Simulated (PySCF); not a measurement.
Fill in the blanks.

Compound: C4H10OSi.
SMILES: `C=CCC[SiH2]O`

Conformer (atom-mapped SMILES and torsion angles): `[CH2:1]=[CH:2][CH2:3][CH2:4][SiH2:5][OH:6]`: C1–C2–C3–C4 -117°, C2–C3–C4–Si5 -178°, C3–C4–Si5–O6 177°, H–O6–Si5–C4 69°.

```csv
property,level,value
point group,PBE0-D3(BJ)/def2-SVP,C1
"rotational constants A, B, C",PBE0-D3(BJ)/def2-SVP,?
dipole moment,B3LYP/def2-SVPD,1.39 D
HOMO energy,B3LYP/def2-SVPD,-7.23 eV
LUMO energy,B3LYP/def2-SVPD,-0.24 eV
lowest singlet excitation,TDDFT B3LYP/def2-SVPD,?
strongest line among the 10 lowest singlet transitions,TDDFT B3LYP/def2-SVPD,?
lowest triplet excitation (Tamm–Dancoff),TDA B3LYP/def2-SVPD,4.43 eV
static isotropic polarisability,B3LYP/def2-SVPD,82.5 au
vertical ionisation energy,ΔSCF B3LYP/def2-SVPD,9.33 eV
electronic spatial extent ⟨r²⟩ about the centre of nuclear charge,B3LYP/def2-SVPD,1240 bohr²
13C chemical shifts (computed TMS as zero) by class,GIAO CAM-B3LYP/pcSseg-2,?
1H chemical shifts (computed TMS as zero) by class,GIAO CAM-B3LYP/pcSseg-2,?
"isotropic shieldings of nuclei other than C and H, by class",GIAO CAM-B3LYP/pcSseg-2,?
core binding energies,"ΔSCF SCAN, pcX-2 on the ionised atom, pcseg-1 elsewhere, spin-free X2C, 2p3/2 from a spin–orbit splitting computed afterwards within the 2p shell","Si2p3/2 107.1, C1s 290.1, C1s 290.1, C1s 290.5, C1s 290.9, O1s 538.5, Si1s 1847.0 eV"
```

Gas-phase values; electronic properties from PySCF, density fitting. Isolated species at its PBE0-D3(BJ)/def2-SVP geometry (one conformer only). NMR classes are plain means over equivalent atoms (diastereotopic ones count apart unless rotation or inversion swaps them), as if these changed places fast; in this geometry the members of some classes differ.

(1) Give the isotropic shieldings of nuclei other than C and H, by class.

(2) What is the strongest line among the 10 lowest singlet transitions?

(3) What are the 13C chemical shifts (computed TMS as zero) by class?

(4) Give the rotational constants A, B, C.

(5) Give the lowest singlet excitation.

(6) The 1H chemical shifts (computed TMS as zero) by class?

Results:

(1) 304 (1 O), 339 (1 Si) ppm.

(2) S4 at 7.03 eV (176 nm, f = 0.261).

(3) 159.0 (1 C), 125.0 (1 C), 30.3 (1 C), 21.0 (1 C) ppm.

(4) 11.059, 0.959, 0.935 GHz.

(5) 6.36 eV (195 nm, f = 0.012).

(6) 6.18 (1 H), 5.29 (1 H), 5.16 (1 H), 4.83 (2 H), 1.93 (2 H), 0.79 (2 H), 0.61 (1 H) ppm.

The ΔSCF ionisation energy exceeds −ε(HOMO) by 2.10 eV with B3LYP. The polarisability is 12.22 Å³ as a volume (1 au = 0.148185 Å³), or 1.47 au for each of the 56 electrons. In atomic units the dipole is 0.55 e·bohr (1 au = 2.5417 D).
